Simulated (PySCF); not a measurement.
# Nuclear quadrupole coupling in CF3SO3H

Compound: CF3SO3H.
Z-matrix (Å and degrees, PBE0-D3(BJ)/def2-SVP geometry), rows numbered from 1:
```
O 
S   1  1.4447
O   2  1.4355  1  124.45
O   2  1.6094  1  109.02  3   128.19
C   2  1.8546  1  106.79  3  -125.84
F   5  1.3240  2  108.90  1   -57.11
F   5  1.3165  2  108.54  1    62.25
F   5  1.3152  2  110.25  1  -177.36
H   4  0.9711  2  108.54  1    19.08
```

Field gradients from the PBE0/pcSseg-1 density (PySCF, non-relativistic), principal values in atomic units, ordered |Vxx| ≤ |Vyy| ≤ |Vzz|:

```csv
atom,Vxx,Vyy,Vzz
O1,-0.6366,-0.7302,1.3668
S2,-0.1846,-0.6588,0.8434
O3,-0.6309,-0.7277,1.3586
O4,-0.0828,-1.6104,1.6933
```

**Question.** Find the asymmetry η = (Vxx − Vyy)/Vzz and the couplings χ = eQV/h (234.96 MHz × Q in barn × V in au), with Q(17O) = −0.0256 b, Q(33S) = −0.0678 b.

**Answer.** 
| atom | environment | nucleus | η | χzz (MHz) | χxx (MHz) | χyy (MHz) |
| --- | --- | --- | --- | --- | --- | --- |
| O1 | sulfonyl oxygen | 17O | 0.07 | -8.22 | 3.83 | 4.39 |
| S2 | sulfonyl sulfur | 33S | 0.56 | -13.44 | 2.94 | 10.49 |
| O3 | sulfonyl oxygen | 17O | 0.07 | -8.17 | 3.79 | 4.38 |
| O4 | hydroxyl oxygen | 17O | 0.90 | -10.19 | 0.50 | 9.69 |

At O4 η is above 0.9: Vyy and Vzz are nearly equal in size and opposite in sign, so a small change could swap them and flip the sign of χzz. 

**Question.** What is Vzz at O4 in SI units (1 au = 9.71736 × 10²¹ V/m²)?

**Answer.** 1.6933 au = 16.454 × 10²¹ V/m².

**Question.** What couplings would deuterons (Q(2H) = 0.00286 b) have in place of the hydrogens, at this geometry?

**Answer.** 
```json
{"atom": "H9", "bonded to": "O4", "bond length (Å)": "0.971", "Vzz (au)": "0.4320", "η": "0.14", "χzz (kHz)": "290"}
```

Isolated species at its PBE0-D3(BJ)/def2-SVP geometry (one conformer only). These gradients aren't converged with respect to the basis.
